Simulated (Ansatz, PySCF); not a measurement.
Energy difference 2 R1 + 2 R2 + 3 R3 → 6 P1 + P2, each structure at its B3LYP-D3(BJ)/def2-SVP stationary point, reached from a drawn start (curvature not checked).
P1: H2 (SMILES [H][H]), charge 0, multiplicity 1.
R1, H2O (SMILES O) (charge 0, multiplicity 1):
| atom | x (Å) | y (Å) | z (Å) |
|---|---|---|---|
| O | 0.0000 | 0.0000 | 0.4007 |
| H | 0.0000 | 0.7570 | -0.2004 |
| H | 0.0000 | -0.7570 | -0.2004 |
R2: HCl (SMILES Cl), charge 0, multiplicity 1.
R3, SiH4 (SMILES [SiH4]) (charge 0, multiplicity 1):
```xyz
5

Si     0.00000     0.00000     0.00000
H      0.86055     0.86055     0.86055
H     -0.86055    -0.86055     0.86055
H     -0.86055     0.86055    -0.86055
H      0.86055    -0.86055    -0.86055
```
P2: Cl2H6O2Si3 (SMILES [SiH3]O[Si](Cl)(Cl)O[SiH3]), charge 0, multiplicity 1.

P less R. No zero-point or thermal terms. One arrangement of each flexible species, with no search for the lowest.

Correlated levels freeze the cores.

Codes used: Ansatz (a quantum-chemistry and plane-wave program); PySCF for the D3/D4 terms. No computed number here is a measurement.

Task: Estimate the reaction energy that PBE-D4/def2-TZVPP returns for this input.

Result: -4.79 eV

Task: Give the reaction energy at the level MP2/cc-pV(D+d)Z.

Result: -4.53 eV

Task: Estimate the reaction energy that PBE0-D3(BJ)/def2-TZVPP returns for this input.

Result: -4.72 eV
